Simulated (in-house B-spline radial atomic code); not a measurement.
Radial electron density of Ga⁵⁺, [Ar] 3d8. All numbers are computed (scalar-relativistic (X2C) HSE06, spin-polarised, spherical fractional occupations, exact exchange averaged over the configuration; Fermi nucleus of rms radius 3.9973 fm) with a radial B-spline atomic code at the basis-set limit, not measured.

One-electron X2C: radii and densities carry no picture-change correction, so inner-shell <1/r> comes out high (for 1s by about 2 % at Z = 33, 5 % at 54, 10 % at 75, 30 % at 118) and <r> low.

Columns: r (bohr), 4πr²n(r) (electrons per bohr), bar.

```
 0.00185    1.112 #
 0.00221    1.511 ##
 0.00263    2.032 ##
 0.00314    2.736 ###
 0.00374     3.65 ####
 0.00446    4.847 #####
 0.00531    6.369 ######
 0.00633    8.308 ########
 0.00755    10.72 ###########
   0.009    13.65 ##############
  0.0107    17.03 #################
  0.0128       21 #####################
  0.0152    25.11 #########################
  0.0182    29.44 #############################
  0.0217    33.29 #################################
  0.0258    36.23 ####################################
  0.0308    37.87 ######################################
  0.0367    37.83 ######################################
  0.0438    36.17 ####################################
  0.0522    33.57 ##################################
  0.0622     31.2 ###############################
  0.0741    30.44 ##############################
  0.0884    32.29 ################################
   0.105    36.41 ####################################
   0.126    41.38 #########################################
    0.15    43.93 ############################################
   0.178    42.14 ##########################################
   0.213    35.67 ####################################
   0.254    27.57 ############################
   0.302    21.88 ######################
    0.36    20.82 #####################
    0.43    23.45 #######################
   0.512    25.87 ##########################
    0.61    24.91 #########################
   0.728    20.05 ####################
   0.867    13.48 ##############
    1.03    7.631 ########
    1.23    3.526 ####
    1.47    1.335 #
    1.75   0.4206 
    2.09   0.1011 
    2.49  0.01808
```

On this grid the curve has 3 maxima, near 0.0308, 0.15, 0.512 bohr.

The 3d up radial function P(r) = rR(r), positive near the nucleus:

```
r (bohr)         P
  0.0152  0.001281
  0.0217  0.003439
  0.0308  0.008882
  0.0438   0.02233
  0.0622   0.05345
  0.0884    0.1206
   0.126    0.2519
   0.178    0.4651
   0.254    0.7621
    0.36     1.048
   0.512     1.182
   0.728     1.052
    1.03    0.7211
    1.47    0.3479
    2.09     0.105
```
